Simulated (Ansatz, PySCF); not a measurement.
Gas-phase reaction (SMILES): C[O][Ge]([Cl])([Cl])[Cl] + [H][H] (H2) -> [Cl][GeH]([Cl])[Cl] [trichlorogermane] + CO (CH4O) [methanol]; hydrogen cleaves one Ge-O bond, a model of a ligand-exchange step.

Each molecule is optimised on its own at B3LYP-D3(BJ)/def2-TZVP (Ansatz, a program for electronic structure), one conformer each, not searched for the lowest. Valence correlation only, unless marked. Spin-orbit coupling is left out. Frozen are the shells of the preceding noble gas and the d and f shells that filled before the atom's block. Non-relativistic. CBS marks a two-point X^-3 extrapolation of the correlation energy; Hartree-Fock from the larger set. Thermal terms are rigid-rotor harmonic-oscillator values from B3LYP-D3(BJ) frequencies (Ansatz or PySCF) at 298.15 K and 1 atm. 1 Eh = 627.5095 kcal/mol.

| species | E, CCSD(T)/CBS(def2-TZVPP,def2-QZVPP) (Ansatz) (Eh) | E, PBE-D3(BJ)/def2-TZVPD (Ansatz + dftd3) (Eh) | H - E (Eh) |
|---|---|---|---|
| C[O][Ge]([Cl])([Cl])[Cl] | -3570.03153 | -3571.98048 | 0.05628 |
| [H][H] (H2) | -1.17455 | -1.16598 | 0.01336 |
| [Cl][GeH]([Cl])[Cl] | -3455.58490 | -3457.50654 | 0.01892 |
| CO (CH4O) | -115.61116 | -115.63404 | 0.05533 |

**Question.** Work out ΔE and ΔH at 298.15 K at the first level, then ΔH at the second.

**Answer.** 
1. ΔE = [(-3455.58490) + (-115.61116)] - [(-3570.03153) + (-1.17455)] = 0.01002 Eh = 6.3 kcal/mol at CCSD(T)/CBS(def2-TZVPP,def2-QZVPP).
2. The terms H - E add up to 0.00461 Eh, so ΔH = (0.01002 + (0.00461))×627.5095 = 9.2 kcal/mol.
3. At PBE-D3(BJ)/def2-TZVPD the same steps give ΔE = 3.7 and ΔH = 6.6 kcal/mol, a shift of -2.6 from the first level.
4. These values are not checked against measurement here, since the tables used lack a sound gas-phase enthalpy of formation for at least one species.
